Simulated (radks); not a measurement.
The nuclear charge of neutral potassium is varied continuously with 19 electrons held in [Ar] 4s1. Calculated with a radial shooting solver on a logarithmic mesh with Libxc functionals: non-relativistic Kohn-Sham, PBE, spin-unpolarised, spherical densities, point nucleus. By the Hellmann-Feynman theorem dE/dZ = E(electron-nucleus)/Z, the electronic potential at the nucleus.

| Z | E (hartree) | E(electron-nucleus)/Z (hartree) | HOMO | e(HOMO) (eV) | <r> HOMO (bohr) |
|---|---|---|---|---|---|
| 18.8 | -584.82552 | -73.8917 | 4s | -1.344 | 5.597 |
| 18.9 | -592.23995 | -74.3968 | 4s | -1.810 | 5.286 |
| 19 | -599.70485 | -74.9011 | 4s | -2.311 | 5.026 |
| 19.1 | -607.22014 | -75.4047 | 4s | -2.847 | 4.803 |
| 19.2 | -614.78577 | -75.9078 | 4s | -3.413 | 4.609 |
| 19.3 | -622.40169 | -76.4104 | 4s | -4.010 | 4.438 |
| 19.4 | -630.06784 | -76.9126 | 4s | -4.636 | 4.285 |
| 19.5 | -637.78419 | -77.4144 | 4s | -5.288 | 4.148 |
| 19.6 | -645.55070 | -77.9158 | 4s | -5.967 | 4.023 |
| 19.7 | -653.36735 | -78.4170 | 4s | -6.671 | 3.909 |
| 19.8 | -661.23410 | -78.9179 | 4s | -7.401 | 3.804 |
| 19.9 | -669.15092 | -79.4185 | 4s | -8.154 | 3.706 |
| 20 | -677.11779 | -79.9189 | 4s | -8.931 | 3.616 |

The central difference of E at Z = 19 is -74.901 hartree, to compare with the third column; the second derivative is -5.04 hartree.
